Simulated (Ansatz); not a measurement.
Input file for Ansatz (a quantum-chemistry and plane-wave program): R-SVWN5/def2-TZVPP on SiH4 (SMILES [SiH4]).

Ansatz 0.2 input:
```yaml
crystal:
  periodic: [false, false, false]
  atoms:
    - {symbol: Si, position_ang: [-0.00000000, -0.00000000, 0.00000000]}
    - {symbol: H, position_ang: [0.86054855, 0.86054855, 0.86054855]}
    - {symbol: H, position_ang: [-0.86054855, -0.86054855, 0.86054855]}
    - {symbol: H, position_ang: [-0.86054855, 0.86054855, -0.86054855]}
    - {symbol: H, position_ang: [0.86054855, -0.86054855, -0.86054855]}
basis:
  gaussian:
    orbitals: def2-TZVPP
hamiltonian:
  xc: {name: SVWN5}
scf: {lower_state_search: off}
```

Question: Predict the final total energy.

Answer: -290.6750 hartree.
